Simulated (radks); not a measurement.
Spherical quantum dot in the effective-mass picture: electrons in a parabolic well V = omega^2 r^2 / 2 with omega = 0.277, with a point charge +2 (a donor) at the centre, all in effective atomic units (hartree* = m*/eps^2 hartree, bohr* = eps/m* bohr), one dielectric constant everywhere. Method: non-relativistic Kohn-Sham, LDA (Slater exchange, Perdew-Wang correlation), spin-polarised, spherical densities; computed with a radial shooting solver with Libxc functionals. Levels are named by radial order and angular momentum (1s, 1p, 1d, 2s, ...), and open shells are averaged over m. Results are scaled to m* = 0.483 and eps = 13.2, for which hartree* = 75.43 meV and bohr* = 1.446 nm. Each electron was tried in the lowest free levels, single moves between levels near the top were tried too, and the lowest total energy was kept; such a search can miss a lower state. At N = 1 the Hartree and exchange-correlation terms need not cancel, so that row can carry a self-interaction error.

N	open shells	2S	E (meV)	addition energy mu(N+1) - mu(N) (meV)	e(HOMO) (meV)
1	1s(up 1, down 0)	1	-144.219	81.53	-111.04
2	none	0	-206.911	110.7	-36.671
3	1p(up 1, down 0)	1	-158.898	19.62	57.742
4	1p(up 1, down 0) 2s(up 1, down 0)	2	-91.2638	19.37	77.153
5	1p(up 2, down 0) 2s(up 1, down 0)	3	-4.26361	19.08	96.695
6	1p(up 3, down 0) 2s(up 1, down 0)	4	101.815	21.77	115.31
7	1p(up 3, down 0)	3	229.662	17.54	135.49
8	1p(up 3, down 1)	2	375.050	15.71	153.29
9	1p(up 3, down 2)	1	536.148	15.38	168.85
10	none	0	712.624	26.94	184.03
11	1d(up 1, down 0)	1	916.037	13.44	210.17
12	1d(up 2, down 0)	2	1132.89	13.24	223.51
13	1d(up 3, down 0)	3	1362.99	13.03	236.65
14	1d(up 4, down 0)	4	1606.12	12.82	249.57
15	1d(up 5, down 0)	5	1862.06	15.34	262.29
16	1d(up 5, down 1)	4	2133.35	12.09	277.35
17	1d(up 5, down 2)	3	2416.73	11.96	289.38
18	1d(up 5, down 3)	2	2712.07	11.82	301.27
19	1d(up 5, down 4)	1	3019.22	11.67	313.02
20	none	0	3338.05	20.96	324.62
21	1f(up 1, down 0)	1	3677.84	10.94	345.27
22	1f(up 2, down 0)	2	4028.56	10.84	356.16
23	1f(up 3, down 0)	3	4390.13	10.74	366.95
24	1f(up 4, down 0)	4	4762.43	10.63	377.63
25	1f(up 5, down 0)	5	5145.36	10.53	388.22
26	1f(up 6, down 0)	6	5538.83	10.43	398.70
27	1f(up 7, down 0)	7	5942.72	11.52	409.08
28	1f(up 7, down 0) 3s(up 1, down 0)	8	6358.15	11.21	420.57
29	1f(up 7, down 0) 2p(up 1, down 0) 3s(up 1, down 0)	9	6784.78	10.15	431.85
30	1f(up 7, down 2) 3s(up 1, down 0)	6	7221.57	9.832	441.67
31	1f(up 7, down 3) 3s(up 1, down 0)	5	7668.19	9.842	451.55
32	1f(up 7, down 4) 3s(up 1, down 0)	4	8124.65	9.770	461.36
33	1f(up 7, down 5) 3s(up 1, down 0)	3	8590.88	9.697	471.09
34	1f(up 7, down 6) 3s(up 1, down 0)	2	9066.80	9.624	480.75
35	3s(up 1, down 0)	1	9552.35	9.659	490.34
36	none	0	10047.6	10.64	500.00
37	2p(up 1, down 0)	1	10553.4	9.489	510.69
38	2p(up 3, down 0) 3s(up 1, down 0)	4	11068.8	10.02	520.06
39	2p(up 3, down 0)	3	11594.1	10.91	530.02
40	2p(up 3, down 1)	2	12130.4	9.365	540.96
41	2p(up 3, down 2)	1	12676.0	9.331	550.31
42	none	0	13231.0	-	559.61

All shells are closed at N = 2, 10, 20, 36, 42 (there: 1s2 1p6 1d10 2s2 1f14 2p6 3s2); the second difference of the energy has clear peaks (12 % above both neighbours; the first and last values, which can be the largest, are not judged, and half-filled shells can peak too) at N = 2, 6, 10, 15, 20.
